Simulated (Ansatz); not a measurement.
Stepwise reaction of `N#CB(Cl)Cl` with hydrogen fluoride, as a gas-phase model of exchange steps in deposition or etching. ΔE in kJ/mol; ΔG adds harmonic PBE0-D4 terms to CCSD(T)/CBS, at 1 bar.

Gas-phase electronic energies from Ansatz, PBE0-D4/def2-TZVP geometries. CCSD(T)/CBS is the MP2 limit (def2-TZVPP, def2-QZVPP) plus CCSD(T) − MP2 in def2-TZVPP, frozen cores. This one scheme is used for every species. Functionals use def2-TZVPP. B3LYP here is the variant with VWN-RPA as its local correlation; programs differ in this.

```csv
step,reaction,PBE-D4,B3LYP-D4,ωB97M-V,CCSD(T)/CBS,ΔG(400 K)
1,`N#CB(Cl)Cl` + H–F → `N#CB(F)Cl` + HCl,-46.8,-56.2,-57.1,-50.1,-56.7
```

Question: Give the row of step 2, `N#CB(F)Cl` + H–F → `N#CB(F)F` + HCl. (An estimate is asked.)

Answer: Computed: 
```tsv
step	reaction	PBE-D4	B3LYP-D4	ωB97M-V	CCSD(T)/CBS	ΔG(400 K)
2	`N#CB(F)Cl` + H–F → `N#CB(F)F` + HCl	-54.1	-64.0	-64.1	-59.7	-61.3
```

Question: By hand: ΔE of the 2 steps together at CCSD(T)/CBS.

Answer: (-50.1) + (-59.7) = -109.8 kJ/mol, or -54.9 kJ/mol a step.

In ΔE each step is lower than the one before. All are downhill at CCSD(T)/CBS. ΔG lies between -61.3 and -56.7 kJ/mol a step. PBE-D4 differs from CCSD(T)/CBS by 3.3 to 5.6 kJ/mol a step. Isolated molecules leave out the surface, adducts and barriers. Largest T1 diagnostic: 0.014.
